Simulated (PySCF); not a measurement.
C7H18N2.
Numbering: `[CH3:1][C:2]([CH3:3])([CH3:4])[NH:5][CH2:6][CH2:7][CH2:8][NH2:9]` (hydrogens: H10, H11, H12 on C1; H13, H14, H15 on C3; H16, H17, H18 on C4; H19 on N5; H20, H21 on C6; H22, H23 on C7; H24, H25 on C8; H26, H27 on N9)

A GFN2-xTB structure was refined with PBE0-D3(BJ)/def2-SVP geometry optimisation, gas phase (PySCF). Its GFN2-xTB values:

| coordinate | GFN2-xTB |
| --- | --- |
| C1–C2 | 1.532 Å |
| C1–H10 | 1.087 Å |
| C2–N5 | 1.460 Å |
| C3–H15 | 1.088 Å |
| N5–C6 | 1.449 Å |
| N5–H19 | 1.016 Å |
| C6–C7 | 1.528 Å |
| C6–H20 | 1.105 Å |
| C7–C8 | 1.535 Å |
| C7–H22 | 1.094 Å |
| C8–N9 | 1.452 Å |
| C8–H24 | 1.092 Å |
| N9–H26 | 1.015 Å |
| C1–C2–C3 | 108.9° |
| C1–C2–N5 | 109.4° |
| C2–N5–C6 | 118.7° |
| C3–C2–N5 | 106.0° |
| C4–C2–N5 | 113.4° |
| N5–C6–C7 | 109.5° |
| C6–C7–C8 | 111.6° |
| C7–C8–N9 | 114.9° |
| C2–N5–C6–C7 | -171° |

Problem. How do these coordinates change at the PBE0-D3(BJ)/def2-SVP level?

Solution. 
```csv
coordinate,PBE0-D3(BJ)/def2-SVP (Å or °),change
C3–H15,1.103,+0.015
C1–H10,1.100,+0.013
C7–H22,1.107,+0.013
C8–H24,1.101,+0.009
C7–C8,1.527,-0.008
C6–H20,1.111,+0.006
C6–C7,1.523,-0.005
C2–N5,1.464,+0.004
C8–N9,1.448,-0.004
N9–H26,1.019,+0.004
N5–C6,1.446,-0.003
N5–H19,1.018,+0.002
C1–C2,1.530,-0.002
C6–C7–C8,113.8,+2.2
N5–C6–C7,110.8,+1.3
C7–C8–N9,116.0,+1.1
C4–C2–N5,112.8,-0.6
C3–C2–N5,106.2,+0.2
C2–N5–C6,118.7,0.0
C1–C2–C3,109.0,+0.1
C1–C2–N5,109.4,0.0
C2–N5–C6–C7,-172,-1
```

The energy falls by 1.6 kcal/mol over 4 energy and gradient evaluations, the largest force component goes from 0.0153 to 4.1e-04 Eh/bohr, and the atoms move by 0.063 Å rms after alignment. Among the bonds, C3–H15 and C4–H16 change most and about equally (+0.014 to +0.015 Å). Bonds longer at the end by more than 0.005 Å: 15 of 26; shorter: 3. Rotational constants go from 3059, 695.2, 663.8 to 3097, 680.6, 652.1 MHz.

The run used 216 basis functions and 26 SCF cycles in all. Cost: about 2.4 min of CPU time on one thread; the machine was shared, so the figure is rough.

Not checked by PBE0-D3(BJ)/def2-SVP frequencies. The numbers are those of one conformer.
